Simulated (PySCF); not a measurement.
Compound: (H2In-mu-PH2)2.
Cartesian coordinates in Å at the PBE0-D3(BJ)/def2-SVP level; atoms count from 1:
```
atom  x, y, z in Å
In1   -1.7668   -0.1828   -0.9402
H2    -2.5720    1.3136   -1.2221
H3    -2.2429   -1.7909   -1.3315
P4    -0.7860   -0.1525    1.5198
In5    1.7793    0.1903    0.9458
H6     2.6056   -1.2922    1.2432
H7     2.2315    1.8066    1.3293
P8     0.8044    0.1238   -1.5153
H9    -1.3401    0.8326    2.3761
H10   -1.0583   -1.3051    2.2993
H11    1.1029    1.2586   -2.3097
H12    1.3578   -0.8847   -2.3437
```

Method: PBE0-D3(BJ)/def2-SVP geometry optimisation, gas phase, def2 core potentials past Kr in PySCF 2.14.0.

Q: Which atoms are bound to In1, and at what distances?

A: 4 atoms: H3 1.722 Å, H2 1.723 Å, P4 2.648 Å, P8 2.653 Å. The nearest atom not counted as bound is H11, at 3.49 Å (others tie with it).

Q: List the angles at In1.

A: 
| angle | degrees | distance of the outer atoms (Å) |
| --- | --- | --- |
| H2–In1–H3 | 130.2 | 3.12 |
| H3–In1–P8 | 109.1 | 3.60 |
| H3–In1–P4 | 108.9 | 3.60 |
| H2–In1–P8 | 108.5 | 3.59 |
| H2–In1–P4 | 108.4 | 3.59 |
| P4–In1–P8 | 80.9 | 3.44 |

Q: Describe the arrangement about In1 in numbers.

A: Angles from 80.9° to 130.2°; τ4 = (360° − α − β)/141° = 0.86 with α and β the two widest (0 for a square, 1 for a tetrahedron).

Q: What are the other bond lengths?

A: P4–H9 and 3 like bonds 1.418 Å.

Q: Give some angles away from the centre.

A: In1–P4–In5 99.1°.

Q: What are the rotational constants (commonest isotopes, rigid rotor)?

A: A = 2240, B = 515.9, C = 429.7 MHz: a near-prolate asymmetric top.

Charge 0, singlet. Not checked by PBE0-D3(BJ)/def2-SVP frequencies.

One conformer stands for the species.
